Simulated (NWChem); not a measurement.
Molecule: C2H5BFNO; SMILES C=COB(N)F

```xyz
11

C     -0.1632    -2.6061     0.1163
C      0.2321    -1.3881    -0.2492
O     -0.5606    -0.2987    -0.1540
B     -0.0834     0.9840    -0.0747
N      1.2570     1.3193     0.1624
F     -0.9866     1.9502    -0.2446
H      0.5056    -3.4566    -0.0180
H     -1.1558    -2.7721     0.5403
H      1.2237    -1.2135    -0.6892
H      1.5530     2.2842     0.2062
H      1.9709     0.6523     0.4152
```
Atoms are numbered in this order, from 1.

Level: PBE0/def2-SVP (NWChem), optimised geometry, unscaled harmonic frequencies. 

Problem. List the harmonic frequencies with IR intensities, and the thermochemistry.

Solution. 
```
frequency (cm⁻¹)  IR intensity (km/mol)
----------------  ---------------------
71                                  1.0
117                                 0.9
196                                 1.3
364                                 5.6
409                               177.7
458                                 8.6
493                                 3.8
528                                 4.3
655                                53.9
733                                 3.9
826                                12.5
881                                51.6
888                                 6.4
998                                20.3
1030                                0.6
1234                               40.6
1327                               13.7
1410                               13.5
1433                              342.1
1441                              684.2
1605                              339.3
1755                              157.5
3153                               17.5
3193                                0.9
3302                                0.9
3660                               57.9
3769                               53.6
```

- zero-point energy: 51.3 kcal/mol
- thermal correction to the enthalpy at 298.15 K (with zero-point energy): 56.2 kcal/mol
- heat capacity Cv: 23.2 cal/(mol K)
- entropy at 298.15 K and 1 atm (symmetry number 1): 81.0 cal/(mol K)
- dipole moment: 3.20 D

Rigid rotor and harmonic oscillator; modes under 100 cm⁻¹ make the entropy uncertain.
